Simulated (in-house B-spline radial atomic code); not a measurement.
A fraction x of an electron is added to 4p in neutral gallium, starting from [Ar] 3d10 4s2 4p1 and keeping the highest spin. All numbers are computed (scalar-relativistic (X2C) HSE06, spin-polarised, spherical fractional occupations; Fermi nucleus of rms radius 3.9973 fm) with a B-spline radial code for spherical atoms, not measured.

Caution: exact exchange at fractional occupations of open shells leaves self-interaction of up to several eV.

```tsv
x	E(x) - E(0) (eV)	4p up level (eV)
0	0.0000	-2.820
0.1	-0.2563	-2.309
0.2	?	?
0.3	-0.6201	-1.342
0.4	-0.7316	-0.891
0.5	?	?
0.6	-0.8259	-0.072
```

**Question.** What belongs in the row x = 0.2?

**Answer.** An energy change of -0.4624 eV; 4p up at -1.815 eV.

**Question.** What belongs in the row x = 0.5?

**Answer.** An energy change of -0.7993 eV; 4p up at -0.466 eV.

**Question.** Check Janak's theorem between x = 0.3 and 0.4.

**Answer.** The slope of the energy is -1.11 eV; the orbital levels give -1.12 eV (ε of the filling orbital, averaged over the two points).
